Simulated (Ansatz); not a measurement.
# Relative stability

The two ends of one reaction step of SiN2H6S, singlet (PBE0-D4/def2-TZVP).

A:

| atom | x (Å) | y (Å) | z (Å) |
| --- | --- | --- | --- |
| Si1 | 0.0967 | -0.1618 | -0.2399 |
| H2 | 1.0220 | -0.7328 | -1.2563 |
| S3 | -1.7961 | 0.0830 | -1.2308 |
| H4 | -1.2475 | 0.2129 | -2.4493 |
| N5 | 0.9245 | 1.2071 | 0.3565 |
| N6 | -0.3349 | -1.0894 | 1.1222 |
| H7 | 1.5519 | 1.7089 | -0.2508 |
| H8 | 0.4771 | 1.8257 | 1.0147 |
| H9 | 0.3187 | -1.2238 | 1.8755 |
| H10 | -1.0126 | -1.8296 | 1.0580 |

B:

```
10
angstrom
Si -0.6703 0.3843 0.1693
H 1.0849 -1.2473 -2.2805
S -2.1268 0.7170 -1.0740
H 0.4084 -0.9417 -2.3734
N 0.6468 1.3920 0.4354
N -0.5149 -0.9575 1.1676
H 0.7369 2.2534 -0.0756
H 1.4039 1.2180 1.0732
H 0.2409 -1.1339 1.8062
H -1.2100 -1.6840 1.1516
```

Ansatz 0.2.0; basis: def2-TZVPP; cores frozen in the correlated methods. B3LYP uses VWN-RPA correlation.

(1) Which structure is lower at CCSD(T), and by how much? (Judge from chemistry; the value comes from the calculation.)

The T1 diagnostic stays at or below 0.012.

## Answers

(1) Computed: A, by 0.778 eV (electronic energy, against the other). By their contacts, A is SiN₂H₆S ([NH2][SiH]([NH2])[SH]) and B is a complex of SiN₂H₄S ([NH2][Si]([NH2])[S]) + H₂.

All methods give the same order:

```tsv
method	E(B) − E(A) (eV)
SPW92	0.910
PBE-D4	0.699
BLYP-D4	0.588
r2SCAN-D4	0.717
B97M-V	0.688
PBE0-D4	0.800
B3LYP-D4	0.690
r2SCAN0-D4	0.794
BHLYP-D4	0.805
CAM-B3LYP-D4	0.792
wB97X-V	0.836
wB97M-V	0.766
B2PLYP	0.708
PBE-QIDH	0.831
RPA on PBE	0.777
HF	0.807
MP2	0.707
CCSD	0.817
CCSD(T)	0.778
```

Labels in which every atom is bracketed show which atoms are joined, not bond orders.

For scale, one of the runs: CCSD(T)/def2-TZVPP, 230 basis functions (an equivalent command: `ansatz run in.yaml --threads 4`). Time: 63 s of wall clock on 4 CPU threads; the host was shared. Peak host memory: 3.7 GiB.
